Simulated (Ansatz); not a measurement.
Geometry optimisation, Ansatz 0.2.0, RKS PBE-D4/def2-SVP.

Input file:

```yaml
crystal:
  periodic: [false, false, false]
  atoms:
    - { symbol: W, position_ang: [0.0, 0.0, 0.0] }
    - { symbol: H, position_ang: [0.0, 0.0, 1.72] }
    - { symbol: H, position_ang: [1.72, 0.0, 0.0] }
    - { symbol: Cl, position_ang: [0.0, 2.39, 0.0] }
    - { symbol: Cl, position_ang: [-2.39, 0.0, 0.0] }
    - { symbol: H, position_ang: [0.0, -1.72, 0.0] }
    - { symbol: H, position_ang: [0.0, 0.0, -1.72] }
basis:
  gaussian: { orbitals: def2-SVP }
hamiltonian:
  xc: pbe
  dispersion: d4
relax:
  f_tol: 0.02
  max_steps: 40
```

Launched with:

```bash
$ ansatz run input.yaml --threads 2 --pin off --max-ram 3072MiB --backend cpu --events-out ev --progress --plain --runs-dir out
```

Where does it end, and by what steps?

It converged. After 8 steps the energy has fallen by 4.022 eV; W1 moved furthest, 0.57 Å.

```
step  energy less start (eV)  largest force component (eV/Å)  accepted
   0                  0.0000                           5.519       yes
   1                 -1.6206                           2.020       yes
   2                 -2.7009                           1.565       yes
   3                 -3.6035                           1.342       yes
   4                 -3.9838                           0.658       yes
   5                 -4.0132                           0.364       yes
   6                 -4.0207                           0.148       yes
   7                 -4.0213                           0.043       yes
   8                 -4.0216                           0.005       yes
```

```xyz
7
Properties=species:S:1:pos:R:3
W -0.401 0.401 0.000
H 0.221 -0.221 1.427
H 1.223 -0.021 0.000
Cl 0.537 2.493 0.000
Cl -2.493 -0.537 0.000
H 0.021 -1.223 0.000
H 0.221 -0.221 -1.427
```

Time of the run: 20 s on 2 threads of Arm Neoverse V2, on a shared host, peak memory 0.17 GiB.
